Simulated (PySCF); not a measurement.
Vertical excitations of a molecule C₃H₈OSi₂ from TDDFT-PBE/def2-SVPD run with PySCF 2.14.0, as energy in eV (oscillator strength): 4.56 (0.003), 4.88 (0.001), 5.57 (0.004), 5.62 (0.006), 5.77 (0.015), 5.98 (0.003), 6.07 (0.023), 6.15 (0.040), 6.34 (0.020), 6.35 (0.024). Lowest triplet (TDA): 4.17 eV. Geometry: B3LYP-D3(BJ)/def2-SVP. Other conformers were not sampled.

**Question.** Which structure fits?
(A) [SiH3]C1=CO[C@H]1[SiH3]
(B) CO[Si@@H]1C=C[SiH2]1
(C) C#C[SiH2]OC[SiH3]
(D) C=C=C([SiH3])[SiH2]O

**Answer.** B, CO[Si@@H]1C=C[SiH2]1
